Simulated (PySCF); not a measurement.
C₃H₆GeO, SMILES C[C]1=C[O][GeH2]1.

Geometry optimised at PBE-D3(BJ)/def2-SVP. The structure was generated by enumeration, and PubChem lists no compound with its InChIKey, so it may never have been made.

The numbers are results of PySCF with TDDFT-M06-2X/def2-SVPD, not measurements.

Vertical excitations. Isolated molecule, no solvent. State labels are in the subgroup Cs.

```json
[
 {"state": "S1", "symmetry": "A\"", "energy (eV)": "4.50", "λ (nm)": "276", "f": "0.001", "main pairs": "HOMO→LUMO 96 %"},
 {"state": "S2", "symmetry": "A'", "energy (eV)": "5.74", "λ (nm)": "216", "f": "0.096", "main pairs": "HOMO→LUMO+2 93 %"},
 {"state": "S3", "symmetry": "A\"", "energy (eV)": "5.91", "λ (nm)": "210", "f": "0.000", "main pairs": "HOMO→LUMO+1 91 %"},
 {"state": "S4", "symmetry": "A\"", "energy (eV)": "6.26", "λ (nm)": "198", "f": "0.005", "main pairs": "HOMO→LUMO+3 68 %, HOMO→LUMO+6 13 %"},
 {"state": "S5", "symmetry": "A'", "energy (eV)": "6.53", "λ (nm)": "190", "f": "0.034", "main pairs": "HOMO−1→LUMO 93 %"},
 {"state": "S6", "symmetry": "A\"", "energy (eV)": "6.88", "λ (nm)": "180", "f": "0.000", "main pairs": "HOMO→LUMO+4 80 %"},
 {"state": "S7", "symmetry": "A\"", "energy (eV)": "6.97", "λ (nm)": "178", "f": "0.002", "main pairs": "HOMO−1→LUMO+2 86 %"},
 {"state": "S8", "symmetry": "A\"", "energy (eV)": "7.15", "λ (nm)": "174", "f": "0.005", "main pairs": "HOMO→LUMO+5 52 %, HOMO→LUMO+6 25 %, HOMO−3→LUMO 9 %"},
 {"state": "S9", "symmetry": "A\"", "energy (eV)": "7.29", "λ (nm)": "170", "f": "0.000", "main pairs": "HOMO→LUMO+5 35 %, HOMO−3→LUMO 27 %, HOMO→LUMO+6 22 %, HOMO→LUMO+3 8 %"},
 {"state": "S10", "symmetry": "A\"", "energy (eV)": "7.43", "λ (nm)": "167", "f": "0.001", "main pairs": "HOMO−3→LUMO 55 %, HOMO→LUMO+6 34 %"},
 {"state": "T1", "symmetry": "A'", "energy (eV)": "4.03", "λ (nm)": "307", "f": "0", "main pairs": "HOMO→LUMO+2 94 %"},
 {"state": "T2", "symmetry": "A\"", "energy (eV)": "4.36", "λ (nm)": "284", "f": "0", "main pairs": "HOMO→LUMO 95 %"},
 {"state": "T3", "symmetry": "A\"", "energy (eV)": "5.90", "λ (nm)": "210", "f": "0", "main pairs": "HOMO→LUMO+1 91 %"},
 {"state": "T4", "symmetry": "A'", "energy (eV)": "5.91", "λ (nm)": "210", "f": "0", "main pairs": "HOMO−1→LUMO 87 %"}
]
```
Triplets are in the Tamm–Dancoff approximation, which puts them higher than full response would, so one can lie above its singlet here.
